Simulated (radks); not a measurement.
Species: Zr+. Configuration: [Kr] 4d2 5s1.

Method: Dirac Kohn-Sham, PBEsol, spin-unpolarised, spherical densities, point nucleus; open shells fill j = l - 1/2 first; computed with a radial shooting solver on a logarithmic mesh with Libxc functionals.

Energy parts (eV):
| part | energy |
|---|---|
| total | -97869.836 |
| kinetic | 101133.859 |
| electron-nucleus | -236000.421 |
| Hartree | 40040.208 |
| exchange-correlation | -3043.482 |

Orbitals (lengths in bohr, moments of r in powers of bohr; <r^-3> diverges for s and p1/2):
orbital  occ.  eigenvalue (eV)  <r^-3>     <r^2>  small-component weight
1s1/2       2        -17812.18       -  0.001854                2.12e-02
2s1/2       2        -2473.424       -   0.03114                4.30e-03
2p1/2       2        -2265.160       -   0.02362                4.31e-03
2p3/2       4        -2179.389    2033   0.02500                4.18e-03
3s1/2       2        -410.6341       -    0.2413                1.12e-03
3p1/2       2        -333.1257       -    0.2418                1.06e-03
3p3/2       4        -319.4632   327.7    0.2528                1.03e-03
3d3/2       4        -182.6913   46.45    0.2458                9.16e-04
3d5/2       6        -180.1946   44.48    0.2495                9.06e-04
4s1/2       2         -61.0592       -     1.670                2.36e-04
4p1/2       2         -40.2683       -     2.084                1.93e-04
4p3/2       4         -38.4866   42.82     2.182                1.85e-04
4d3/2       2         -10.0520   2.718     5.501                8.46e-05
4d5/2       0          -9.9110   2.584     5.606                8.32e-05
5s1/2       1          -9.9585       -     13.14                3.47e-05

The highest occupied level is 5s1/2 at -9.959 eV. The density falls to 0.001 e/bohr^3 at r = 4.47 bohr. Summed over all electrons, <r^2> = 45.05 bohr^2, which gives a Langevin (diamagnetic) susceptibility term of -35.7 x 10^-6 cm^3/mol. For comparison, the ionisation energy in NIST's Atomic Spectra Database is 13.130 eV (measured). In exact Kohn-Sham theory the highest level is minus the ionisation energy, but local and semilocal functionals leave it too shallow, through self-interaction and a potential that decays too fast; potentials with the right tail come closer.

Beside tabulated values, note that spin-unpolarised runs miss the spin-polarisation part of the exchange energy of open shells.
